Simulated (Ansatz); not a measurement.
System: Be2F2, charge 0, multiplicity 1. 
Structure (B3LYP-D3(BJ)/def2-TZVP (Ansatz, a quantum-chemistry and plane-wave program) minimum search):
SMILES: [F][Be][Be][F]
```xyz
4

F      0.0000     0.0000    -2.3946
Be     0.0000     0.0000    -1.0211
Be     0.0000     0.0000     1.0211
F      0.0000     0.0000     2.3946
```
Charge 0, spin multiplicity 1.

Basis-set convergence of Hartree-Fock and CCSD(T) correlation energies (hartree) with Ansatz. Cores are frozen in the correlated levels unless marked. No spin-orbit coupling. No relativistic terms.

```json
[
 {"basis": "def2-SVPD", "functions": "70", "E(HF)": "-228.12468", "E(corr, CCSD(T))": "-0.46979"},
 {"basis": "def2-TZVPPD", "functions": "124", "E(HF)": "-228.40769", "E(corr, CCSD(T))": "-0.60375"},
 {"basis": "def2-QZVPPD", "functions": "204", "E(HF)": "-228.42573", "E(corr, CCSD(T))": "-0.65935"}
]
```

Extrapolating the two largest sets (X = 3 and 4) as X^-3: E(corr) = (64·(-0.65935) - 27·(-0.60375))/37 = -0.6999 Eh, an estimate of the basis-set limit. The largest set recovers 94.2 % of it, the smallest 67.1 %.
